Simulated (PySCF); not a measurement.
iodine monochloride (ClI), SMILES ClI.

Geometry optimised at B3LYP-D3(BJ)/def2-TZVP. The def2 effective core potentials stand for the cores of I; spin–orbit coupling is left out.

The numbers are results of ωB97X/def2-TZVPD (PySCF), not measurements.

Gas-phase values at a fixed geometry.

```json
{
 "total_energy": "-757.96119 hartree",
 "point_group": "C∞v",
 "highest_occupied_level": "-10.15 eV",
 "lowest_empty_level": "-1.53 eV",
 "orbital_gap": "8.62 eV",
 "dipole_moment": "1.34 D",
 "quadrupole, principal values (traceless, Buckingham form, about the centre of nuclear charge)": "-1.73, -1.73, 3.47 D·Å",
 "mean_static_polarisability": "49.8 bohr³ (7.39 Å³)",
 "polarisability_principal_values": "41.7, 41.7, 66.2 bohr³"
}
```
